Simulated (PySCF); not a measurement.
**How methods differ on the electron affinity of Ba**

Ba⁻ [Xe] 5d1 6s2 (2D) → Ba [Xe] 6s2 (1S), as a difference of total energies. Calculation: PySCF 2.14, in x2c-TZVPPall with one added diffuse shell each of s, p, d type (12s8p7d2f1g, 94 functions); scalar relativity by spin-free X2C-1e. Correlated levels: valence and next inner shell: [Kr] 4d10 frozen. The calculations carry no spin-orbit coupling.

```json
{"method": "UHF", "electron affinity (eV)": "-0.867"}
{"method": "MP2 (valence and next inner shell)", "electron affinity (eV)": "-0.689"}
{"method": "SCS-MP2 (valence and next inner shell)", "electron affinity (eV)": "-0.737"}
{"method": "CCSD (valence and next inner shell)", "electron affinity (eV)": "-0.496"}
{"method": "CCSD(T) (valence and next inner shell)", "electron affinity (eV)": "-0.419"}
```

A first-order spin-orbit estimate (lowest level to lowest level, LS coupling) adds 0.042 eV.

The configuration of this anion was assumed by filling the next shell in order. It is not the known or likely ground configuration (Ca⁻, Sr⁻ and Ba⁻, for instance, bind a p electron), so these values are not the electron affinity of the element.

A negative affinity means that the anion lies above the atom at that level of theory.

The coupled-cluster amplitudes are large for Ba⁻ (T1 above 0.03 or a double amplitude above 0.15), so a single reference is strained.
